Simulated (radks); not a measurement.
These are the eigenvalues of the occupied orbitals of an atom or ion with whole-number occupations (eV). All-electron calculation, Dirac Kohn-Sham, SOGGA, spin-unpolarised, spherical densities, finite nucleus; Fermi nuclear charge, rms radius of each element as measured or else 0.836 A^(1/3) + 0.57 fm. Program: a radial shooting solver on a logarithmic mesh with Libxc functionals.

orbital  eigenvalue
1s1/2     -9531.884
2s1/2     -1173.714
2p1/2     -1036.007
2p3/2     -1012.161
3s1/2     -146.2388
3p1/2     -102.6583
3p3/2      -99.6037
3d3/2      -27.5306
3d5/2      -27.1673
4f5/2       -2.4342

Which element is it, and in what charge state? The configuration may be excited. Open shells, if any, fill j = l - 1/2 first.

Answer. Z = 30, zinc, charge +1: Zn+ in [Ar] 3d10 4f1. The list shows which subshells hold electrons but not how many an open one holds; the 1s level, -350.29 hartree, gives Z - s = 26.5 by -(Z - s)^2/2, which with screening and relativity narrows Z to a few neighbours, and the depths of the outer levels then fix element, charge and occupations together.
